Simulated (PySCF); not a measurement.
# Ionising TlSe

UHF-MP2; PySCF, scalar-relativistic core potentials, basis sets Tl def2-SVP with ECP60, Se def2-SVP. Neutral (UHF): doublet (π ↑), Re = 2.728 Å, ωe = 182 cm⁻¹, De = 2.46 eV.

TlSe⁺ (UHF): triplet (π ↑↑), Re = 3.343 Å, ωe = 78.8 cm⁻¹. The energies at the minima are -2571.37413 hartree for TlSe and -2571.11108 for TlSe⁺.

(1) Work out the adiabatic ionisation energy, without and with harmonic zero-point energies (1 hartree = 27.2114 eV, 1 eV = 8065.5 cm⁻¹), and the change of the bond length.

Correlated steps freeze 13 core orbitals. Correlated levels converge slowly with the basis: in double zeta they bind strong bonds too weakly, by up to about 1 eV, and carry superposition errors of some tenths. Spin–orbit coupling is left out, which matters for elements this heavy, above all for dissociation energies. States were picked by a PBE0 search and need not be the measured ground states.

## Answers

(1) At UHF-MP2: 0.26305 hartree = 7.158 eV between the minima; the zero-point term (78.8 − 182.0)/2 cm⁻¹ = -0.006 eV makes it 7.152 eV. Re changes by +61.5 pm against the neutral. The electron leaves a π orbital, and the ion is left as a loose complex of an ion and an atom.
